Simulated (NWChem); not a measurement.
The numbers come from NWChem runs, not from measurements. System: H4Al2F2, charge 0, spin multiplicity 1, at a geometry optimised with B3LYP/def2-SVP. The structure started from a generated list of species. Level: MP2/def2-TZVP, 12 core orbitals frozen.

NWChem printed:

```
             Northwest Computational Chemistry Package (NWChem) 7.3.0
             --------------------------------------------------------

                                NWChem Input Module
                                -------------------

 Scaling coordinates for geometry "geometry" by  1.889725989
 (inverse scale =  0.529177249)

 Turning off AUTOSYM since
 SYMMETRY directive was detected!

                             Geometry "geometry" -> ""
                             -------------------------

 Output coordinates in angstroms (scale by  1.889725989 to convert to a.u.)

  No.       Tag          Charge          X              Y              Z
 ---- ---------------- ---------- -------------- -------------- --------------
    1 Al                  13.0000     0.00000000     0.00000000    -1.42491900
    2 Al                  13.0000     0.00000000     0.00000000     1.42491900
    3 F                    9.0000    -1.18151700     0.00000000     0.00000000
    4 H                    1.0000     0.00000000     1.41462200    -2.11192400
    5 H                    1.0000     0.00000000    -1.41462200    -2.11192400
    6 F                    9.0000     1.18151700     0.00000000     0.00000000
    7 H                    1.0000     0.00000000     1.41462200     2.11192400
    8 H                    1.0000     0.00000000    -1.41462200     2.11192400

 Effective nuclear repulsion energy (a.u.)     222.4586550896

            Nuclear Dipole moment (a.u.)
            ----------------------------
        X                 Y               Z
 ---------------- ---------------- ----------------
     0.0000000000     0.0000000000     0.0000000000

      Symmetry information
      --------------------

 Group name             D2h
 Group number             26
 Group order               8
 No. of unique centers     3

      Symmetry unique atoms

     1    3    4


 Summary of "ao basis" -> "" (spherical)
 ------------------------------------------------------------------------------
       Tag                 Description            Shells   Functions and Types
 ---------------- ------------------------------  ------  ---------------------
 *                         def2-tzvp                  on all atoms

 Summary of "ao basis" -> "ao basis" (spherical)
 ------------------------------------------------------------------------------
       Tag                 Description            Shells   Functions and Types
 ---------------- ------------------------------  ------  ---------------------
 Al                        def2-tzvp                13       37   5s5p2d1f
 F                         def2-tzvp                11       31   5s3p2d1f
 H                         def2-tzvp                 4        6   3s1p

                                 NWChem SCF Module
                                 -----------------

  ao basis        = "ao basis"
  functions       =   160
  atoms           =     8
  closed shells   =    24
  open shells     =     0
  charge          =   0.00
  wavefunction    = RHF
  use symmetry    = T
  symmetry adapt  = T

 Summary of "ao basis" -> "ao basis" (spherical)
 ------------------------------------------------------------------------------
       Tag                 Description            Shells   Functions and Types
 ---------------- ------------------------------  ------  ---------------------
 Al                        def2-tzvp                13       37   5s5p2d1f
 F                         def2-tzvp                11       31   5s3p2d1f
 H                         def2-tzvp                 4        6   3s1p

      Symmetry analysis of basis
      --------------------------

        ag         35
        au          7
        b1g        11
        b1u        28
        b2g        17
        b2u        21
        b3g        17
        b3u        24

 Forming initial guess at       0.1s

      Superposition of Atomic Density Guess
      -------------------------------------

 Sum of atomic energies:        -684.58504130

      Non-variational initial energy
      ------------------------------

 Total energy =    -685.136853
 1-e energy   =   -1396.499485
 2-e energy   =     488.903977
 HOMO         =      -0.363628
[...]
 Vector   23  Occ=2.000000D+00  E=-4.430282D-01  Symmetry=b3g
              MO Center= -2.9D-16, -3.6D-15, -5.5D-13, r^2= 6.6D+00
   Bfn.  Coefficient  Atom+Function         Bfn.  Coefficient  Atom+Function
  ----- ------------  ---------------      ----- ------------  ---------------
    16      0.230655  1 Al py                53     -0.230655  2 Al py
   107      0.165246  4 H  s                113     -0.165246  5 H  s
   150     -0.165246  7 H  s                156      0.165246  8 H  s

 Vector   24  Occ=2.000000D+00  E=-4.387024D-01  Symmetry=b2u
              MO Center= -3.4D-15,  8.2D-15,  5.7D-13, r^2= 6.5D+00
   Bfn.  Coefficient  Atom+Function         Bfn.  Coefficient  Atom+Function
  ----- ------------  ---------------      ----- ------------  ---------------
    16      0.223880  1 Al py                53      0.223880  2 Al py
   107      0.159870  4 H  s                113     -0.159870  5 H  s
   150      0.159870  7 H  s                156     -0.159870  8 H  s

 Vector   25  Occ=0.000000D+00  E= 7.193025D-02  Symmetry=b3u
              MO Center= -5.8D-16, -7.6D-20,  9.5D-17, r^2= 8.6D+00
   Bfn.  Coefficient  Atom+Function         Bfn.  Coefficient  Atom+Function
  ----- ------------  ---------------      ----- ------------  ---------------
    18      0.614495  1 Al px                55      0.614495  2 Al px
    79      0.169440  3 F  s                122     -0.169440  6 F  s

 Vector   26  Occ=0.000000D+00  E= 1.023620D-01  Symmetry=b2g
              MO Center=  2.0D-14, -2.3D-15, -8.8D-15, r^2= 9.7D+00
   Bfn.  Coefficient  Atom+Function         Bfn.  Coefficient  Atom+Function
  ----- ------------  ---------------      ----- ------------  ---------------
    18      0.956213  1 Al px                55     -0.956213  2 Al px
    88     -0.205214  3 F  pz               131      0.205214  6 F  pz

 Vector   27  Occ=0.000000D+00  E= 1.073729D-01  Symmetry=ag
              MO Center=  6.2D-17,  4.2D-16, -5.4D-15, r^2= 1.0D+01
   Bfn.  Coefficient  Atom+Function         Bfn.  Coefficient  Atom+Function
  ----- ------------  ---------------      ----- ------------  ---------------
    20      1.051926  1 Al pz                57     -1.051926  2 Al pz
     5     -0.636105  1 Al s                 42     -0.636105  2 Al s
   108      0.537744  4 H  s                114      0.537744  5 H  s
   151      0.537744  7 H  s                157      0.537744  8 H  s
    79     -0.463643  3 F  s                122     -0.463643  6 F  s

 center of mass
 --------------
 x =   0.00000000 y =   0.00000000 z =   0.00000000

 moments of inertia (a.u.)
 ------------------
         484.286590511216           0.000000000000           0.000000000000
           0.000000000000         644.897375895538           0.000000000000
           0.000000000000           0.000000000000         218.228178059575

  Mulliken analysis of the total density
  --------------------------------------

    Atom       Charge   Shell Charges
 -----------   ------   -------------------------------------------------------
    1 Al  13    12.29   2.00  0.65  1.33  0.68  0.21  2.92  2.28  0.82  0.85  0.16  0.20  0.11  0.08
    2 Al  13    12.29   2.00  0.65  1.33  0.68  0.21  2.92  2.28  0.82  0.85  0.16  0.20  0.11  0.08
    3 F    9     9.43   0.77  1.20  0.58  1.02  0.34  2.24  2.34  0.93  0.00  0.00  0.00
    4 H    1     1.14   0.23  0.57  0.34  0.01
    5 H    1     1.14   0.23  0.57  0.34  0.01
    6 F    9     9.43   0.77  1.20  0.58  1.02  0.34  2.24  2.34  0.93  0.00  0.00  0.00
    7 H    1     1.14   0.23  0.57  0.34  0.01
    8 H    1     1.14   0.23  0.57  0.34  0.01

       Multipole analysis of the density wrt the origin
       ------------------------------------------------

     L   x y z        total         open         nuclear
     -   - - -        -----         ----         -------
     0   0 0 0     -0.000000      0.000000     48.000000

     1   1 0 0     -0.000000      0.000000      0.000000
     1   0 1 0      0.000000      0.000000      0.000000
     1   0 0 1     -0.000000      0.000000      0.000000

     2   2 0 0    -26.819780      0.000000     89.732574
     2   1 1 0     -0.000000      0.000000      0.000000
     2   1 0 1     -0.000000      0.000000      0.000000
     2   0 2 0    -32.462879      0.000000     28.585019
     2   0 1 1     -0.000000      0.000000      0.000000
     2   0 0 2    -29.319296      0.000000    252.228343

                   NWChem MP2 Semi-direct Energy/Gradient Module
                   ---------------------------------------------

  Basis functions       =    160
  Molecular orbitals    =    160
  Frozen core           =     12
  Frozen virtuals       =      0
  Active alpha occupied =     12
  Active beta occupied  =     12
  Active alpha virtual  =    136
  Active beta virtual   =    136
  Use MO symmetry       = T
  Use skeleton AO sym   = T

  AO/Fock/Back tols     =   1.0D-09  1.0D-09  1.0D-09

 GA uses MA = F    GA memory limited = T

 Available:
  local mem=  1.26D+08
 global mem=  1.44D+08
 local disk=  0.00D+00
  mp2_memr nvloc                   136
  nvloc new                   136
   1 passes of  12:        5242880                     133791                  69065322.
   1 passes of  12: M    126148186           G      144128000           F     120905306.

 Semi-direct pass number   1 of   1  for RHF alpha+beta  at        5.9s
  vrange nnbf                 12439
  mp2_eaftype                   263  avail_ma_in_mb                  1099
 EAF : mp2_eaftype filesize         263   34532661.
  mp2_eaf for mointskh                    263
Node 0 wrote    162.4 Mb in      0.1 s     Agg I/O rate:  1204.4 Mb/s
 Done moints_semi at       24.8s
  mp2_eaftype                   263  avail_ma_in_mb                   836
 EAF : mp2_eaftype filesize         263   34532661.
  mp2_eaf for kh                   263
 Done maket at       25.8s
 Done multipass loop at       25.8s

          -------------------------------------------
          SCF energy                -685.337439474019
          Correlation energy          -0.668415292271
          Singlet pairs               -0.437462069928
          Triplet pairs               -0.230953222343
          Total MP2 energy          -686.005854766290
          -------------------------------------------

          ---------------------------------------------------
                    Spin Component Scaled (SCS) MP2
          Same spin pairs                     -0.153968814895
          Same spin scaling factor             0.333333333333
          Opposite spin pairs                 -0.514446477376
          Opposite spin scaling fact.          1.200000000000
          SCS-MP2 correlation energy          -0.668658711149
          Total SCS-MP2 energy              -686.006098185168
          ---------------------------------------------------

 -----------------------
 Performance information
 -----------------------

 Timer overhead =  2.99D-07 seconds/call

               Nr. of calls         CPU time (s)                 Wall time (s)                GFlops
             ---------------    -------------------     ------------------------------   -------------------
Name         Min   Avg   Max    Min     Avg     Max     Min     Avg     Max   Mx/calls   Min     Max     Sum
mp2: moin     1     1     1    19.     19.     19.      19.     19.     19.     19.      0.0     0.0     0.0
mp2: make     1     1     1    1.0     1.0     1.0      1.0     1.0     1.0     1.0      0.0     0.0     0.0
mp2: tota     1     1     1    20.     20.     20.      20.     20.     20.     20.      0.0     0.0     0.0

 The average no. of pstat calls per process was 3.00D+00
 with a timing overhead of 8.98D-07s

 Task  times  cpu:       25.8s     wall:       25.8s

 Total times  cpu:       25.8s     wall:       25.8s
```

**Question.** Write an NWChem input that would produce this output.

**Answer.** Several could match; the one computed here: 
```
start mol
memory heap 200 mb stack 900 mb global 1100 mb
geometry units angstroms nocenter noautoz
  Al     0.000000     0.000000    -1.424919
  Al     0.000000     0.000000     1.424919
  F     -1.181517     0.000000     0.000000
  H      0.000000     1.414622    -2.111924
  H      0.000000    -1.414622    -2.111924
  F      1.181517     0.000000     0.000000
  H      0.000000     1.414622     2.111924
  H      0.000000    -1.414622     2.111924
  symmetry group D2h
end
basis spherical
  * library def2-tzvp
end
scf
  rhf
  nopen 0
  maxiter 100
  thresh 1e-7
  semidirect memsize 60000000 filesize 0
end
mp2
  freeze core 12
end
task mp2 energy
```
